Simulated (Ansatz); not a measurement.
Si(OMe)Me3 (C₄H₁₂OSi), 18 atoms. Hardware: 4 threads of Arm Neoverse V2 on a shared host.

Correlated methods freeze 10 core orbitals.

(1) How many basis functions does each of these Ansatz runs have, and roughly what does it cost? PBE-D4/def2-TZVP, charge 0 singlet, energy and forces, from earlier orbitals; LDA (SPW92)/def2-TZVP, charge 0 singlet, energy, from earlier orbitals; PBE-D4/def2-SVP, charge 0 singlet, energy, from earlier orbitals; r2SCAN-D4/def2-TZVP, charge 0 singlet, energy, from earlier orbitals; BLYP-D4/def2-TZVP, charge 0 singlet, energy, from earlier orbitals; PBE-D4/def2-SVP, charge 0 singlet, relaxation, 7 steps; CCSD(T)/def2-SVP, charge 0 singlet, energy, from earlier orbitals; MP2/def2-TZVP, charge 0 singlet, energy, from earlier orbitals; PBE0-D4/def2-SVP, charge 0 singlet, energy, from earlier orbitals; PBE0-D4/def2-TZVP, charge 0 singlet, energy, from earlier orbitals; HF/STO-3G, charge 0 singlet, energy; ωB97M-V/def2-TZVP, charge 0 singlet, energy, from earlier orbitals.

Answers

(1) Other jobs shared the machine, so times can vary by a factor of up to 3. A dash marks memory too small to be measured apart from the calling script's.

```csv
run,functions,fitting or Cholesky vectors,wall time,peak host memory (GiB)
"HF/STO-3G, charge 0 singlet, energy",46,622,0.15 s,–
"PBE-D4/def2-SVP, charge 0 singlet, energy, from earlier orbitals",148,1667,1.4 s,–
"LDA (SPW92)/def2-TZVP, charge 0 singlet, energy, from earlier orbitals",264,1651,1.6 s,–
"PBE0-D4/def2-SVP, charge 0 singlet, energy, from earlier orbitals",148,1667,1.9 s,–
"BLYP-D4/def2-TZVP, charge 0 singlet, energy, from earlier orbitals",264,1651,2.8 s,–
"PBE-D4/def2-TZVP, charge 0 singlet, energy and forces, from earlier orbitals",264,1651,3.4 s,–
"MP2/def2-TZVP, charge 0 singlet, energy, from earlier orbitals",264,1820,3.9 s,0.75
"PBE0-D4/def2-TZVP, charge 0 singlet, energy, from earlier orbitals",264,1667,4 s,0.77
"r2SCAN-D4/def2-TZVP, charge 0 singlet, energy, from earlier orbitals",264,1651,5.5 s,–
"PBE-D4/def2-SVP, charge 0 singlet, relaxation, 7 steps",148,1667,9 s,–
"ωB97M-V/def2-TZVP, charge 0 singlet, energy, from earlier orbitals",264,1651,12 s,1
"CCSD(T)/def2-SVP, charge 0 singlet, energy, from earlier orbitals",148,1511,27 s,1.3
```
